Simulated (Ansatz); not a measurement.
Basis sets compared for InBr3. Charge 0, multiplicity 1. Geometry PBE0-D4/def2-SVP. Ansatz on 2 threads of Arm Neoverse V2 on a shared host; times are rough, and most runs start from earlier orbitals.

```tsv
atom	x (Å)	y (Å)	z (Å)
In1	0.000	0.000	0.000
Br2	0.596	-1.075	-2.128
Br3	1.707	0.312	1.740
Br4	-2.303	0.764	0.388
```

In the def2 sets In takes a core potential; there is no spin–orbit coupling.

Binding counts from free atoms (In doublet, Br doublet) in the same basis, without a counterpoise term.

| level | functions | energy (Eh) | HOMO (eV) | LUMO (eV) | binding per atom (eV) | wall time |
| --- | --- | --- | --- | --- | --- | --- |
| PBE-D4/def2-SVP | 122 | -7910.6726 | -7.27 | -3.80 | 2.31 | 1.8 s |
| PBE-D4/def2-TZVP (with forces) | 194 | -7911.6209 | -7.44 | -3.92 | 2.32 | 3.9 s |
| r2SCAN-D4/def2-TZVP | 194 | -7912.8050 | -7.80 | -3.79 | 2.35 | 7.5 s |
| PBE0-D4/def2-SVP | 122 | -7910.9419 | -8.62 | -3.05 | 2.28 | 3.2 s |
| PBE0-D4/def2-TZVP | 194 | -7911.8886 | -8.74 | -3.13 | 2.31 | 7 s |

Q: Estimate the rows for PBE-D4/def2-TZVPD, r2SCAN-D4/def2-TZVPD, PBE0-D4/def2-TZVPD.

A: 
```json
{"level": "PBE-D4/def2-TZVPD", "functions": "227", "energy (Eh)": "-7911.6218", "HOMO (eV)": "-7.46", "LUMO (eV)": "-3.96", "binding per atom (eV)": "2.32", "wall time": "6 s"}
{"level": "r2SCAN-D4/def2-TZVPD", "functions": "227", "energy (Eh)": "-7912.8057", "HOMO (eV)": "-7.80", "LUMO (eV)": "-3.81", "binding per atom (eV)": "2.35", "wall time": "11 s"}
{"level": "PBE0-D4/def2-TZVPD", "functions": "227", "energy (Eh)": "-7911.8895", "HOMO (eV)": "-8.76", "LUMO (eV)": "-3.17", "binding per atom (eV)": "2.30", "wall time": "11 s"}
```
